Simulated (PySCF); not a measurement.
Au₂, triplet, geometry from GFN2-xTB of the parent state (such geometries of metal compounds can be far from the true shape) (another spin typed on purpose, not shown lowest) (core potentials on Au); M062X/def2-SVP in PySCF.

The PySCF input:
```python
from pyscf import gto, scf, dft

mol = gto.Mole()
mol.atom = '''
    Au   -0.00000000   -0.00000000   -1.24843889
    Au    0.00000000    0.00000000    1.24843889
'''
mol.basis = 'def2-svp'
mol.ecp = {'Au': 'def2-svp'}
mol.spin = 2
mol.verbose = 4
mol.build()

mf = dft.ROKS(mol)
mf.xc = 'm062x'
mf.kernel()
```

Q: Write the output that PySCF gives for this input, abridged.

A: 
```
PySCF version 2.14.0

[INPUT] verbose = 4
[INPUT] num. atoms = 2
[INPUT] num. electrons = 38
[INPUT] charge = 0
[INPUT] spin (= nelec alpha-beta = 2S) = 2
[INPUT] symmetry False subgroup None
[INPUT] Mole.unit = angstrom
[INPUT] Symbol           X                Y                Z      unit          X                Y                Z       unit  Magmom
[INPUT]  1 Au     0.000000000000   0.000000000000  -1.248438890000 AA    0.000000000000   0.000000000000  -2.359207585356 Bohr   0.0
[INPUT]  2 Au     0.000000000000   0.000000000000   1.248438890000 AA    0.000000000000   0.000000000000   2.359207585356 Bohr   0.0

nuclear repulsion = 76.5087401042593
number of shells = 24
number of NR pGTOs = 114
number of NR cGTOs = 64
basis = def2-svp
ecp = {'Au': 'def2-svp'}

******** <class 'pyscf.dft.roks.ROKS'> ********
method = ROKS
initial guess = minao
damping factor = 0
level_shift factor = 0
DIIS = <class 'pyscf.scf.diis.CDIIS'>
diis_start_cycle = 1
diis_space = 8
diis_damp = 0
SCF conv_tol = 1e-09
SCF conv_tol_grad = None
SCF max_cycles = 50
direct_scf = True
direct_scf_tol = 1e-13
num. doubly occ = 18  num. singly occ = 2
XC library pyscf.dft.libxc version 7.1.2
    S. Lehtola, C. Steigemann, M. J. T. Oliveira, and M. A. L. Marques,  SoftwareX 7, 1–5 (2018)
XC functionals = m062x
    Y. Zhao and D. G. Truhlar,  Theor. Chem. Acc. 120, 215 (2008)
    Y. Zhao and D. G. Truhlar,  Theor. Chem. Acc. 120, 215 (2008)
radial grids:
    Treutler-Ahlrichs [JCP 102, 346 (1995); DOI:10.1063/1.469408] (M4) radial grids

becke partition: Becke, JCP 88, 2547 (1988); DOI:10.1063/1.454033
pruning grids: <function nwchem_prune>
grids dens level: 3
symmetrized grids: False
atomic radii adjust function: <function treutler_atomic_radii_adjust>
small_rho_cutoff = 0
Set gradient conv threshold to 3.16228e-05
tot grids = 48616
init E= -247.198608619998
  HOMO = -0.945780893866286  LUMO = -0.663276447279889  gap/eV = 7.68734
cycle= 1 E= -270.114504856615  delta_E= -22.9  |g|= 1.95  |ddm|= 9.88
  HOMO = 0.0271387351423065  LUMO = 0.0604769247310212  gap/eV = 0.90718
cycle= 2 E= -267.982665043006  delta_E= 2.13  |g|= 3.73  |ddm|= 6.27
  HOMO = -0.178334880490441  LUMO = -0.0281111075813009  gap/eV = 4.08780
cycle= 3 E= -271.172386880146  delta_E= -3.19  |g|= 0.0872  |ddm|= 4.83
  HOMO = -0.131420514198195  LUMO = -0.00721462669159088  gap/eV = 3.37981
cycle= 4 E= -271.175603163698  delta_E= -0.00322  |g|= 0.0143  |ddm|= 0.427
  HOMO = -0.133850618873141  LUMO = -0.00892165072549171  gap/eV = 3.39949
cycle= 5 E= -271.175691247856  delta_E= -8.81e-05  |g|= 0.00314  |ddm|= 0.0477
  HOMO = -0.134074761133768  LUMO = -0.00912584385332395  gap/eV = 3.40003
cycle= 6 E= -271.175695804992  delta_E= -4.56e-06  |g|= 0.00179  |ddm|= 0.00763
  HOMO = -0.134152410910414  LUMO = -0.0090746686126227  gap/eV = 3.40354
cycle= 7 E= -271.175696818896  delta_E= -1.01e-06  |g|= 0.000308  |ddm|= 0.00205
  HOMO = -0.134120178505273  LUMO = -0.00902640942868176  gap/eV = 3.40397
cycle= 8 E= -271.175697017579  delta_E= -1.99e-07  |g|= 5.71e-05  |ddm|= 0.0014
  HOMO = -0.134115062358016  LUMO = -0.00901658706096295  gap/eV = 3.40410
cycle= 9 E= -271.175697035086  delta_E= -1.75e-08  |g|= 1.82e-05  |ddm|= 0.000477
  HOMO = -0.134114481289958  LUMO = -0.00901427757335289  gap/eV = 3.40415
cycle= 10 E= -271.175697037082  delta_E= -2e-09  |g|= 4.24e-06  |ddm|= 0.000182
  HOMO = -0.134114634286826  LUMO = -0.00901349066456803  gap/eV = 3.40418
cycle= 11 E= -271.175697037196  delta_E= -1.15e-10  |g|= 1.24e-06  |ddm|= 4.54e-05
  HOMO = -0.134114612518944  LUMO = -0.00901333821504319  gap/eV = 3.40418
Extra cycle  E= -271.175697037203  delta_E= -6.37e-12  |g|= 6.61e-07  |ddm|= 6.83e-06
converged SCF energy = -271.175697037203
```
